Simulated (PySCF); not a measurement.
Structure with atom numbers: `[CH3:1][C:2]([CH3:3])([CH3:4])[Si@:5]([CH3:6])([NH2:7])[SiH3:8]` (H(Xn): hydrogen on atom n).

PySCF 2.14.0 with density-fitted response routines calculation with GFN2-xTB geometry and σ from GIAO-PBE0/pcSseg-1; one conformer, no solvent model, rapidly exchanging positions averaged, non-relativistic Hamiltonian.

List the cross peaks expected in HSQC, COSY and HMBC spectra.

Answers



HSQC (one-bond C–H):
```csv
δH,δC
0.90 (H(C1)/H(C3)/H(C4)),28.0 (C1/C3/C4)
0.19 (H(C6)),-4.3 (C6)
```

HMBC (two and three bonds, from the bond graph):
```csv
δH,δC
3.29 (H(Si8)),"25.2 (C2), -4.3 (C6)"
0.90 (H(C1)/H(C3)/H(C4)),"28.0 (C1/C3/C4), 25.2 (C2)"
0.19 (H(C6)),25.2 (C2)
```

No COSY cross peaks are expected.

References, each an isolated molecule treated in the same way: TMS for ¹H (σref 31.72) and ¹³C (σref 186.93).

Short H···H contacts in this conformer between protons four or more bonds apart (candidates for NOE cross peaks, intensity ∝ r⁻⁶): H(C3)···H(C6) 2.51 Å.

OH and NH positions are those of a molecule without intermolecular hydrogen bonds; in solution they move with solvent, concentration and temperature, and exchange usually removes their couplings. Shifts are as computed. Against solution values, carbons near 30 ppm lie about +3 ppm off and those near 130 ppm about +5 ppm. Of 1309 compounds with measured shifts, 239 miss one by over three times the rms of a fit or turn the order of signals round; such compounds aren't used in these exercises.
